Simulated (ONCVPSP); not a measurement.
**What one change does to a pseudopotential (Ce (Z = 58), ONCV)**

cerium (Ce), optimised norm-conserving Vanderbilt (ONCV), made with ONCVPSP 4.0.1 (LDA (Perdew-Wang 92), scalar-relativistic). Core [Kr] 4d10 4f1, reference 5s2 5p6 5d1 6s1.5 (charge +0.5). Waves: 5s+6s: rc 2.30 bohr, ncon 4, nbas 7, qcut 6.5 1/bohr, 3 projectors, debl 1.2 Ha; 5p: rc 2.70 bohr, ncon 4, nbas 8, qcut 4.7 1/bohr, 2 projectors, debl 0.4 Ha; 5d: rc 3.30 bohr, ncon 4, nbas 9, qcut 3.8 1/bohr, 3 projectors, debl 1.2 Ha. Local part: polynomial inside 2.00 bohr (lpopt 5, dvloc0 6 Ha). Core correction: Teter function, fcfact 4, rcfact 1.35.

In the p channel the program set the typed energies aside and used -0.961, 0.250 Ha.

Change: fully relativistic. In the p channel the program set the typed energies aside and used -0.929, 0.250 Ha (j = l + 1/2; the other j can differ).

Cutoffs: the cutoffs (Ha) at which the residual kinetic energy of the hardest occupied pseudo-wave falls to 1 and 0.1 mHa per electron; they do not see the model core or the augmentation charge, which bear on the density cutoff. Errors are all-electron minus pseudo energies relative to the spin-unpolarised reference configuration.

**Question.** Predict the effect on cutoff, ghosts and configuration errors.

**Answer.** The potential gets neither clearly harder nor softer (12 Ha and 15 Ha → 12 Ha and 15 Ha); both files keep a bound ghost (s); of the 4 tests that both files solve, the error grows in 0 and shrinks in 4 by more than 15 % and 0.3 meV (median size 1.4 → 0.2 meV).

| quantity | base | changed |
| --- | --- | --- |
| cutoff, loose | 12 Ha | 12 Ha |
| cutoff, tight | 15 Ha | 15 Ha |
| loose cutoff by channel | s 12 Ha, p 5.2 Ha, d 5.3 Ha | s 12 Ha, p 5.8 Ha, d 5.4 Ha |
| bound ghosts | s | s |
| GHOST(+) flags under 300 eV | none | none |
| error for 5s2 5p6 5d1 6s2, meV [ΔE -2.52 eV] | +0.4 | 0.0 |
| error for 5s2 5p6 5d1 6s1, meV [ΔE 3.74 eV] | -0.7 | 0.0 |
| error for 5s2 5p6 5d1 6s0, meV [ΔE 15.08 eV] | -2.4 | +0.3 |
| error for 5s2 5p6 5d2 6s1, meV [ΔE -1.60 eV] | -2.2 | -1.0 |
| s: phases at 2.33 bohr within 0.05 rad from the reference energy up to (Ha; the scan ends near 5) | to the end of the scan | to the end of the scan |
| rms error of d²Exc/dni dnj with the model core, mHa | 0.84 | 3.58 |

 A true bound ghost makes a file unfit for plane-wave use even where its test errors are small: the radial tests pick states by their node count and pass the ghost by.
